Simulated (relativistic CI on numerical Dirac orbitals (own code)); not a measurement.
# Fe4+ in a cubic cluster: 1s photoemission with charge transfer

Computed with a charge-transfer multiplet model of a cubic metal-ligand cluster with up to 2 ligand holes, Slater and spin-orbit integrals from Dirac-Coulomb-Breit ions, Slater integrals scaled by 0.9. The ground state mixes d4 with configurations of k ligand holes L, whose averages lie at kΔ + k(k − 1)U_dd/2; a core hole lowers each added d electron by U_cd. 300 K, Lorentzian 1.1 eV and Gaussian 0.6 eV FWHM.

Atomic integrals in eV (Slater integrals scaled, ζ unscaled), ground: F2dd 11.671, F4dd 7.336, zeta_d 0.064; with the core hole: F2dd 13.107, F4dd 8.268, zeta_d 0.091, G2cd 0.076.

Cluster parameters (eV): Δ = -0.1, U_cd = 7, 10Dq = 2.2, 10Dq(ligand) = 1.4, V(eg) = 3.75, V(t2g) = -1.9, final-state hopping factor = 0.9.

```
         Case   n_d    d4   d5L  d6L2     S
U_dd = 4.1 eV  4.97  0.24  0.54  0.21  1.13
U_dd = 5.5 eV  4.92  0.26  0.55  0.19  1.20
U_dd = 6.9 eV  4.88  0.28  0.56  0.16  1.32
```

Weights, n_d and S are thermal averages at 300 K. Binding energies count from the first peak over 30 % of the highest in each spectrum, which can be another peak from case to case. The parameters are a model scan and need not match a compound or its usual spin state. Peaks in eV (height, largest 100):
- U_dd = 4.1 eV: 0.0 (100), 14.9 (6)
- U_dd = 5.5 eV: 0.0 (100), 14.5 (5)
- U_dd = 6.9 eV: 0.0 (100)

Curve for U_dd = 6.9 eV (points under 2 left out, the grid thinned):

E (eV), Intensity and a bar:
```
     -3.4        3.2 
     -3.1        3.8 #
     -2.8        4.7 #
     -2.4        6.4 #
     -2.1        8.4 ##
     -1.8       11.3 ###
     -1.5       16.2 ####
     -1.1       28.5 ########
     -0.8       46.3 ##############
     -0.5       72.7 ######################
     -0.2       96.3 ##############################
      0.2       91.2 ############################
      0.5       64.9 ####################
      0.8       40.6 ############
      1.1       25.3 #######
      1.4       16.6 #####
      1.8       10.5 ###
      2.1        7.8 ##
      2.4        6.1 #
      2.7        4.9 #
      3.1        3.9 #
      3.4        3.3 
      3.7        3.0 
      4.0        2.8 
      4.3        2.8 
      4.7        2.6 
      5.0        2.4 
      5.3        2.4 
      5.6        2.4 
      6.0        2.3 
     12.0        2.1 
     12.3        2.8 
     12.6        3.5 
     12.9        3.8 #
     13.3        3.4 
     13.6        3.2 
     13.9        3.5 
     14.2        4.1 #
     14.6        4.8 #
     14.9        4.6 #
     15.2        4.0 #
     15.5        3.4 
     15.9        2.9 
     16.2        2.5 
     16.5        2.1
```

For the case U_dd = 5.5 eV, Δ = -0.1 eV is smaller than U_dd = 5.5 eV, the charge-transfer side of the Zaanen-Sawatzky-Allen scheme (negative Δ: between configuration averages a ligand hole costs less than the nominal valence; multiplet and field energies can change this for the lowest states). With the core hole the average of the configuration with one ligand hole lies at Δ − U_cd = -7.1 eV before mixing: the effective hopping of about 6.3 eV (from the holes of the mixed ground state) is comparable with this gap or larger, so the configurations mix strongly.

With at most 2 ligand holes the space is cut while the next configuration still counts, so covalency is underestimated, and a final configuration with one more ligand hole, which can lie low, is missing from the spectra.
